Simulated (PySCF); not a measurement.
**Magnetic susceptibility: `Cc1cpcpc1F`, C$_{5}$H$_{5}$FP$_{2}$**

Molfile (atoms numbered from 1):
```
C5H5FP2
     RDKit          3D

 13 13  0  0  0  0  0  0  0  0999 V2000
   -1.9616   -0.0779    0.0908 C   0  0  0  0  0  0  0  0  0  0  0  0
   -0.4624   -0.0560    0.0074 C   0  0  0  0  0  0  0  0  0  0  0  0
    0.2279   -1.2353   -0.2133 C   0  0  0  0  0  0  0  0  0  0  0  0
    1.9361   -1.5014   -0.3418 P   0  0  0  0  0  0  0  0  0  0  0  0
    2.5958    0.0806   -0.1285 C   0  0  0  0  0  0  0  0  0  0  0  0
    1.8517    1.6129    0.1520 P   0  0  0  0  0  0  0  0  0  0  0  0
    0.1703    1.1693    0.1714 C   0  0  0  0  0  0  0  0  0  0  0  0
   -0.6489    2.2363    0.3889 F   0  0  0  0  0  0  0  0  0  0  0  0
   -2.2777    0.1473    1.1094 H   0  0  0  0  0  0  0  0  0  0  0  0
   -2.3547   -1.0504   -0.1930 H   0  0  0  0  0  0  0  0  0  0  0  0
   -2.3883    0.6847   -0.5589 H   0  0  0  0  0  0  0  0  0  0  0  0
   -0.3722   -2.1317   -0.3225 H   0  0  0  0  0  0  0  0  0  0  0  0
    3.6796    0.1221   -0.1797 H   0  0  0  0  0  0  0  0  0  0  0  0
  1  2  1  0
  2  3  2  0
  3  4  1  0
  4  5  2  0
  5  6  1  0
  6  7  2  0
  7  8  1  0
  7  2  1  0
  1  9  1  0
  1 10  1  0
  1 11  1  0
  3 12  1  0
  5 13  1  0
M  END
```

Theory: PySCF 2.14.0, GIAO KT3/pcSseg-1 magnetisability, rotational g tensor and spin-rotation constants, non-relativistic, gas phase. Geometry: GFN2-xTB.

Question: How diamagnetic is it, and how anisotropic?

Answer: Isotropic -1368 × 10⁻³⁰ J/T², or -82.4 × 10⁻⁶ cm³/mol; principal values -2130, -1018, -956 × 10⁻³⁰ J/T², anisotropy 1144 × 10⁻³⁰ J/T² (root of half the summed squared differences of the principal values). The susceptibility is in cgs units.

Question: Split it along the inertial axes a, b, c into diamagnetic and paramagnetic parts about the centre of mass, with the quadrupole moment.

Answer: 
```csv
axis,χ (10⁻⁶ cm³/mol),diamagnetic (10⁻⁶ cm³/mol),paramagnetic (10⁻⁶ cm³/mol),summed x² of all electrons (Å²),quadrupole Θ (D Å)
a,-61.3,-665.0,603.7,195.8,-2.27
b,-57.6,-891.7,834.1,142.4,+3.96
c,-128.3,-1435.0,1306.7,14.3,-1.69
```
Anisotropies 2χaa − χbb − χcc = +63.2 and 2χbb − χaa − χcc = +74.4 × 10⁻⁶ cm³/mol. Θ is traceless in Buckingham's convention.

Question: And the rotational g tensor?

Answer: 
```csv
axis,rotational constant (GHz),g,nuclear part,electronic part
a,2.0860,-0.0431,0.5485,-0.5916
b,1.4240,-0.0344,0.5236,-0.5580
c,0.8507,+0.0090,0.5313,-0.5222
```
Asymmetric top; isotopes 12C, 19F, 1H, 31P; no vibrational averaging.
